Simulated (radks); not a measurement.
Values are calculated unless marked as measured or tabulated.
O, configuration [He] 2s2 2p4 (the NIST ground configuration).

Code: a radial shooting solver on a logarithmic mesh with Libxc functionals. Model: scalar-relativistic Kohn-Sham, r2SCAN, spin-polarised, spherical densities, finite nucleus; open shells are filled with parallel spins first; meta-GGA in the generalised Kohn-Sham scheme; Fermi nuclear charge, rms radius 2.6991 fm.

Energy parts (eV):
| part | energy |
|---|---|
| total | -2043.312 |
| kinetic | 2040.689 |
| electron-nucleus | -4850.640 |
| Hartree | 994.977 |
| exchange-correlation | -228.338 |

Orbitals (lengths in bohr, moments of r in powers of bohr; r(90%) holds 90 % of the orbital's charge):
orbital	occ.	eigenvalue (eV)	<r^2>	<1/r>	<r^4>	r(90%)
1s up	1	-520.5392	0.05385	7.632	0.007652	0.357
1s down	1	-518.8952	0.05337	7.651	0.007480	0.356
2s up	1	-26.9822	1.529	1.301	4.626	1.80
2s down	1	-22.7442	1.660	1.249	5.595	1.88
2p up	3	-10.9547	1.926	1.134	9.452	2.10
2p down	1	-6.7847	2.473	1.048	17.28	2.40

The highest occupied level is 2p down at -6.785 eV. The spin density at the nucleus is 0.1144 e/bohr^3 (1s -0.6644, 2s 0.7788). Spin moment in Bohr magnetons: 2. The electron density at the nucleus is 321.1 e/bohr^3 (large components only). Summed over all electrons, <r^2> = 11.55 bohr^2, which gives a Langevin (diamagnetic) susceptibility term of -9.14 x 10^-6 cm^3/mol. For comparison, the ionisation energy in NIST's Atomic Spectra Database is 13.618 eV (measured). In exact Kohn-Sham theory the highest level is minus the ionisation energy, but local and semilocal functionals leave it too shallow, through self-interaction and a potential that decays too fast; potentials with the right tail come closer. The density falls to 0.001 e/bohr^3 at r = 3.25 bohr.
